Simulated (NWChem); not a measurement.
Molecule: InHClF; SMILES [Cl][InH][F]

Computed with NWChem. Coordinates come from a PBE-D3(BJ)/def2-SVP optimisation. def2 effective core potentials on In; no spin-orbit coupling. Ions are spin-unrestricted doublets at the neutral geometry. Hybrids' shares of exact exchange are those that their runs print; pure functionals count as 0. The functionals differ in more than this share.

```csv
row,share of exact exchange,ΔSCF ionisation energy minus −ε(HOMO) (eV)
PBE/def2-SVP,0.00,3.51
B3LYP/def2-SVP,0.20,2.78
BHandHLYP/def2-SVP,0.50,1.36
Hartree-Fock/def2-SVP,1.00,withheld
```

### Question
Fit a straight line of the last column on the one before it, predict the withheld value, and compare with the run.

### Answer

1. Means of the 3 shown rows: x = 0.233, y = 2.550. Slope Σ(x − x̄)(y − ȳ)/Σ(x − x̄)² = -0.5490/0.1267 = -4.334; intercept 3.561.
2. The shown rows scatter about the line by 0.061 (root mean square); the largest residual is +0.09, at B3LYP/def2-SVP.
3. At x = 1.00 (Hartree-Fock/def2-SVP; beyond the shown range) the line gives -0.77.
4. The run gives -1.55, -0.78 from the line, 12.8 times the scatter. The line crosses zero at a share of 0.82.
